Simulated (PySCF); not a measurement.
Calculated elemental compositions, with the atomic weights F 18.998, C 12.011, Cl 35.450, H 1.008, Si 28.085, N 14.007, O 15.999.

**Question.** A compound of molar mass 144.57 g/mol holds 24.52 % chlorine, 4.18 % hydrogen, 13.14 % fluorine and 58.16 % carbon by mass. What is its formula?

**Answer.** Atoms of each element: Cl 1.00, H 6.00, F 1.00, C 7.00. So C7H6ClF. One species with this formula is `FC1=C[C@@H]2C[C@H]1C=C2Cl`.

**Question.** A compound of molar mass 190.19 g/mol holds 31.58 % carbon, 49.95 % fluorine, 14.77 % silicon and 3.71 % hydrogen by mass. What is its formula?

**Answer.** Per cent/100 × molar mass / atomic weight: C 5.00, F 5.00, Si 1.00, H 7.00. So C5H7F5Si. One species with this formula is `FC(F)(F)C(F)(F)C1C[SiH2]C1`.

**Question.** A compound of molar mass 156.26 g/mol holds 46.12 % carbon, 17.93 % nitrogen, 17.97 % silicon, 10.24 % oxygen and 7.74 % hydrogen by mass. What is its formula?

**Answer.** Atoms of each element: C 6.00, N 2.00, Si 1.00, O 1.00, H 12.00. So C6H12N2OSi. One species with this formula is `CC1=NN=C([Si](C)(C)C)O1`.

**Question.** A compound of molar mass 68.12 g/mol holds 88.16 % carbon and 11.84 % hydrogen by mass. What is its formula?

**Answer.** Dividing out the atomic weights: C 5.00, H 8.00. So C5H8. One species with this formula is `C=CC(=C)C`.
